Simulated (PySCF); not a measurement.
**Ionisation energy of Kr¹⁶⁺ by level of theory**

Kr¹⁶⁺ [Ar] 3d2 (3F) → Kr¹⁷⁺ [Ar] 3d1 (2D), as a difference of total energies. Computed with PySCF 2.14 in an uncontracted even-tempered set (17 s from 1.4 bohr⁻², ratio 2.5; 11 p from 1.8 bohr⁻², ratio 2.5; 8 d from 1.8 bohr⁻², ratio 2.5; 4 f from 6.2 bohr⁻², ratio 2.7; 4 g from 9.3 bohr⁻², ratio 2.7), with the non-relativistic Hamiltonian (point nucleus). Correlated levels: outer shells: [Ne] frozen; virtual orbitals above 40 to 60 times the deepest correlated orbital energy dropped. The calculations carry no spin-orbit coupling.

| method | ionisation energy (eV) |
| --- | --- |
| UHF | 591.98 |
| LDA | 592.43 |
| PBE | 592.55 |
| PBE0 | 592.75 |
| r2SCAN | 593.45 |
| TPSSh | 592.72 |
| BP86 | 592.74 |
| MP2 (outer shells) | 592.13 |
| SCS-MP2 (outer shells) | 592.05 |

A first-order spin-orbit estimate (lowest level to lowest level, LS coupling) adds 0.314 eV.

All relativistic terms are absent from these numbers, so their closeness to the reference says little about the methods.

For comparison: 591 ± 3 eV (theoretical estimate listed by NIST; NIST Atomic Spectra Database, ionization energies).
